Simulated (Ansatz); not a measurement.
Cost and result for the atomization energy of CH7B2GaO (12 atoms, 11 bonds).

| atom | x (Å) | y (Å) | z (Å) |
| --- | --- | --- | --- |
| B1 | -1.131 | 0.074 | 1.165 |
| B2 | 0.096 | 0.227 | 0.230 |
| Ga3 | -1.373 | -1.912 | 0.451 |
| O4 | 1.107 | 0.211 | -0.579 |
| C5 | 1.806 | 1.363 | -1.055 |
| H6 | -1.058 | 0.112 | 2.357 |
| H7 | -2.188 | 0.304 | 0.600 |
| H8 | -1.303 | -2.296 | -1.083 |
| H9 | -1.915 | -3.002 | 1.452 |
| H10 | 2.853 | 1.261 | -0.771 |
| H11 | 1.387 | 2.275 | -0.627 |
| H12 | 1.720 | 1.383 | -2.140 |

The species carries charge 0 and has multiplicity 1. Correlated methods include outer-core shells of Ga, which these sets cover unevenly. Scalar relativity is left out up to krypton. The bonds changed during the relaxation, so this is another structure than the one it started from. All single points use the PBE0-D4/def2-TZVP geometry. It is one conformer, not always the lowest. Program: Ansatz. All runs use 4 threads of an Arm Neoverse V1 on a shared host. Times are those of one run each, without the atoms' runs, and a repeat can differ threefold. Electronic energies, without spin–orbit coupling; frozen cores. CCSD(T)/CBS adds CCSD(T) − MP2 in def2-TZVPP to the MP2 limit, and its time is that of the two runs behind it. T1 = 0.014. With those shells the extrapolation isn't a true limit.

CCSD(T)/CBS is a level of theory with its own doubt, some kJ/mol a heavy atom from the limit and from the frozen cores, so smaller differences don't rank the functionals.

```csv
level,functions,wall time,atomization (kcal/mol),difference from CCSD(T)/CBS,per bond
LDA (SPW92)/def2-TZVPP,270,1.6 s,1120.5,146.2,13.3
revPBE-D4/def2-TZVPP,270,2.7 s,973.0,-1.3,-0.1
PBE-D4/def2-TZVPP (with forces),270,3.4 s,996.9,22.6,2.1
PBE0-D4/def2-TZVPP,270,4 s,982.4,8.1,0.7
BHLYP-D4/def2-TZVPP,270,4.4 s,955.0,-19.3,-1.8
r2SCANh-D4/def2-TZVPP,270,6.5 s,983.8,9.5,0.9
PBE-QIDH/def2-TZVPP,270,7.5 s,975.9,1.6,0.1
B2PLYP/def2-TZVPP,270,8 s,968.6,-5.7,-0.5
ωB97X-V/def2-TZVPP,270,11 s,979.7,5.4,0.5
CCSD(T)/def2-SVP,123,13 s,932.4,-41.9,-3.8
MP2/def2-QZVPP,527,35 s,980.6,6.3,0.6
CCSD(T)/def2-TZVPP,270,5.5 min,955.5,-18.8,-1.7
CCSD(T)/CBS(def2),–,6 min,974.3,0.0,0.0
```

At CCSD(T), def2-SVP lies −41.9 kcal/mol from the extrapolated value and def2-TZVPP −18.8 kcal/mol: correlation converges slowly with the basis, and small sets miss more of it in the bonded molecule than in its fragments. Leaving LDA and LC-ωPBE aside and taking each functional with its dispersion term where it has one, the values spread over 41.9 kcal/mol, from BHLYP-D4 to PBE-D4. LDA lies +129.1 kcal/mol from PBE without D4, its usual overbinding. From PBE to PBE0 (25 % exact exchange), in def2-TZVPP and without D4, the atomization energy moves by −13.7 kcal/mol: exact exchange takes away binding that semilocal exchange gives to molecules.
